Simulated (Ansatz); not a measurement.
Consider the redistribution: `B[Si](O)(F)Cl` + `O[Si](F)(Cl)O[SiH3]` → `B[Si](F)(Cl)O[SiH3]` + `O[Si](O)(F)Cl`.

Program: Ansatz. Geometries: PBE0-D4/def2-TZVP. ΔE: electronic, gas phase. CCSD(T)/CBS adds triple-zeta CCSD(T) − MP2 to the extrapolated MP2 energy (def2 sets, frozen cores). This one scheme is used for every species. Functionals use def2-TZVPP. B3LYP here is the variant with VWN-RPA as its local correlation; programs differ in this. One conformer a species, not always the lowest.

Problem. Is it downhill or uphill in electronic energy at CCSD(T)/CBS, and by how much? (An estimate is asked.)

Solution. Computed: Nearly level: ΔE = +0.1 kJ/mol.

Problem. What do these levels give: r2SCAN-D4, B2PLYP, PBE, r2SCAN, PBE0, B3LYP, MP2/def2-TZVPP, CCSD/def2-TZVPP, MP2/def2-QZVPP, HF/CBS(def2), MP2/CBS(def2), CCSD/CBS(def2)? (Estimate.)

Solution. Ansatz gave: r2SCAN-D4 0.0, B2PLYP 0.2, PBE 0.3, r2SCAN 0.0, PBE0 0.2, B3LYP 0.3, MP2/def2-TZVPP 0.1, CCSD/def2-TZVPP 0.1, MP2/def2-QZVPP 0.1, HF/CBS(def2) 0.2, MP2/CBS(def2) 0.1, CCSD/CBS(def2) 0.2 kJ/mol.

Largest T1 diagnostic among the species: 0.011.
